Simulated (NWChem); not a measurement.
Molecule: C2HClF4; SMILES FC(F)C(F)(F)Cl

```xyz
8

F      1.4697     1.1384     0.2505
C      0.3371     0.9863    -0.4427
F     -0.4492     2.0509    -0.2332
C     -0.4057    -0.2618     0.0557
F     -0.6964    -0.1403     1.3446
F     -1.5439    -0.3797    -0.6258
Cl     0.5851    -1.7032    -0.2029
H      0.5604     0.8931    -1.5192
```
Atoms are numbered in this order, from 1.

All runs: NWChem. Pople sets run with spherical d functions. The geometry was optimised at PBE0/def2-SVP. GIAO values for the isolated, static molecule; σ is the absolute isotropic shielding, δ = σ(reference) − σ with the isolated reference molecule computed at the same levels (13C: tetramethylsilane, 19F: trichlorofluoromethane, 1H: tetramethylsilane).

| level | δ C2 (ppm) | δ F3 (ppm) | δ C4 (ppm) | δ F5 (ppm) | δ F6 (ppm) | σ Cl7 (ppm) | δ H8 (ppm) |
|---|---|---|---|---|---|---|---|
| KT2/pcSseg-1 | 113.8 | -167.9 | 130.7 | -110.4 | -98.6 | 635.8 | 5.61 |
| B3LYP/6-31G* | 108.3 | -140.0 | 126.9 | -88.8 | -80.9 | 661.7 | 5.60 |
| PBE0/pcSseg-1 | 113.4 | [?] | 129.9 | [?] | [?] | 639.2 | 5.51 |
| Hartree-Fock/6-31G* | 98.5 | -104.3 | 111.7 | -59.3 | -53.8 | 752.8 | 5.49 |

Task: Fill in the missing entries.

Result: 
- PBE0/pcSseg-1, δ F3 (ppm): -148.0
- PBE0/pcSseg-1, δ F5 (ppm): -92.1
- PBE0/pcSseg-1, δ F6 (ppm): -82.0
